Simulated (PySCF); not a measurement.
BFH, multiplicity 2. Atoms are numbered in the order given.

```xyz
3

B     -0.2189    -0.7095     0.0000
F      0.0476     0.5641     0.0000
H      0.6661    -1.5291     0.0000
```
Charge 0, spin multiplicity 2.

Geometry: PBE0-D3(BJ)/def2-TZVPD. The isomer is the one that the SMILES or the coordinates give; other isomers of the formula were not compared.

These are PBE/def2-TZVPD (PySCF) values and carry that method's errors.

Mulliken values depend strongly on the basis, most of all with diffuse functions as here. Atomic charges (e):

```json
[
 {"atom": "B1", "meta-Löwdin": "[?]", "Mulliken": "0.11", "Mulliken spin": "0.84"},
 {"atom": "F2", "meta-Löwdin": "[?]", "Mulliken": "-0.15", "Mulliken spin": "0.04"},
 {"atom": "H3", "meta-Löwdin": "[?]", "Mulliken": "0.04", "Mulliken spin": "0.11"}
]
```

Problem. What belongs in the gaps? (The exact figures need the calculation; the answer reports its results.)

Solution. 
- B1, meta-Löwdin: 0.19
- F2, meta-Löwdin: -0.20
- H3, meta-Löwdin: 0.01
